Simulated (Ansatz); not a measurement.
Compare A (`CN[Si](F)(F)Cl`) with its isomer B (`N[C@@H](F)[Si@@H](F)Cl`).

Computed with Ansatz on PBE0-D4/def2-TZVP structures; ΔE is electronic, products minus reactants. CCSD(T)/CBS adds triple-zeta CCSD(T) − MP2 to the extrapolated MP2 energy (def2 sets, frozen cores). DFT in def2-TZVPP. B3LYP here is the variant with VWN-RPA as its local correlation; programs differ in this. One conformer a species, not always the lowest.

A:

Z-matrix (Å, degrees):
```
C
N 1 1.449
H 1 1.091 2 109.7
H 1 1.093 2 111.0 3 118.3
H 1 1.094 2 112.3 3 -119.8
Si 2 1.672 1 126.7 3 14.6
H 2 1.007 1 115.1 3 -172.3
F 6 1.579 2 107.8 1 -170.7
F 6 1.582 2 114.8 1 71.0
Cl 6 2.026 2 112.1 1 -48.9
```

B:

```xyz
10

N    -1.3868   -0.5144    0.0974
C    -0.4301    0.4752    0.3632
F    -0.0969    0.5967    1.7315
Si    1.1457    0.1305   -0.6215
F     2.2966    1.1146   -0.1466
Cl    1.7313   -1.7897   -0.2552
H    -2.2963   -0.3274    0.4960
H    -1.0794   -1.4479    0.3330
H    -0.8344    1.4524    0.0745
H     0.9503    0.3101   -2.0724
```

Task: Which isomer does CCSD(T)/CBS put lower? Give the gap. (Best estimate.)

Result: Computed: A, by 69.8 kcal/mol.

Task: Give E(B) − E(A) in kcal/mol with B3LYP, LDA (SPW92), PBE-D4, B2PLYP, MP2/def2-TZVPP, r2SCAN-D4, HF/def2-TZVPP. (Best estimate.)

Result: The calculation gave: B3LYP 66.3, LDA (SPW92) 62.4, PBE-D4 61.6, B2PLYP 68.4, MP2/def2-TZVPP 71.4, r2SCAN-D4 67.1, HF/def2-TZVPP 72.6. None reverses the order clearly.

Task: Does the order hold for the free energy at 298.15 K (harmonic terms from PBE0-D4)? (Best estimate.)

Result: Computed: Yes: G(B) − G(A) = +69.2 kcal/mol, for one conformer each. Modes under 60 cm⁻¹, often nearly free rotors, make the harmonic entropy too high.

Largest T1 diagnostic: 0.011.

In def2-TZVPP, CCSD(T) changes the Hartree–Fock value by −3.6 kcal/mol (the triples alone add −1.0 kcal/mol) and MP2 by −1.2 kcal/mol. Leaving LDA and LC-ωPBE aside and taking each functional with its dispersion term where it has one, the values, not all of them listed here, spread over 8.7 kcal/mol, from PBE-D4 to BHLYP-D4. LDA lies +1.0 kcal/mol from PBE without D4.
